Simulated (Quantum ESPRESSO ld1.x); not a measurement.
Values are calculated unless marked as measured or tabulated.
These are the eigenvalues of the occupied orbitals of an atom or ion with whole-number occupations (Ry). Level of theory: Dirac Kohn-Sham, PBE, spin-unpolarised, spherical densities, point nucleus (ld1.x of Quantum ESPRESSO 7.5).

1s1/2: -1310.62
2s1/2: -182.481
2p1/2: -167.129
2p3/2: -160.818
3s1/2: -30.7980
3p1/2: -25.0833
3p3/2: -24.0786
3d3/2: -14.0060
3d5/2: -13.8225
4s1/2: -5.06405
4p1/2: -3.53250
4p3/2: -3.40177
4d3/2: -1.27547

Which element is it, and in what charge state? The configuration may be excited. Open shells, if any, fill j = l - 1/2 first.

Answer. Z = 40, zirconium, charge +2: Zr2+ in [Kr] 4d2. The list shows which subshells hold electrons but not how many an open one holds; the 1s level, -655.31 hartree, gives Z - s = 36.2 by -(Z - s)^2/2, which with screening and relativity narrows Z to a few neighbours, and the depths of the outer levels then fix element, charge and occupations together.
